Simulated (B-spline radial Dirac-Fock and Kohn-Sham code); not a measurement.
Kohn-Sham estimates against Dirac-Fock for the levels of Co³⁺

System: cobalt as Co³⁺, configuration [Ar] 3d4 4s2 (not the ground configuration).

The density-functional columns are spherical, spin-unpolarised Dirac-Kohn-Sham results without Breit or QED terms: −ε is minus the orbital energy of the initial state and ΔSCF the difference of two total energies. The reference in the last column comes from multi-electron Dirac-Fock with separately optimised hole states, Breit and Lamb-shift corrections added in first order. All numbers are from a radial finite-basis atomic code, in eV; a selection of levels is shown. The Kohn-Sham columns are given as differences from the reference. For the 1s level of heavy atoms much of the gap between ΔSCF and the reference is the Breit and QED part, -12.9 eV here; for other levels the error of the functional can be larger.

| level | LDA −ε − DF | LDA ΔSCF − DF | Dirac-Fock |
| --- | --- | --- | --- |
| 1s | -154.7 | +11.8 | 7788.8 |
| 2s | -53.5 | -23.1 | 1012.0 |
| 2p1/2 | -36.9 | -1.0 | 877.4 |
| 2p3/2 | -37.2 | -1.9 | 863.0 |
| 3s | -21.6 | -9.6 | 179.5 |
| 3p1/2 | -13.5 | -1.6 | 135.6 |
| 3p3/2 | -13.5 | -1.7 | 133.6 |
| 3d | -9.4 | +1.8 | 71.00 |
| 4s | -2.6 | +2.7 | 40.71 |

Values without a named source are computed, but for edge energies of neutral atoms, which are taken from tables.
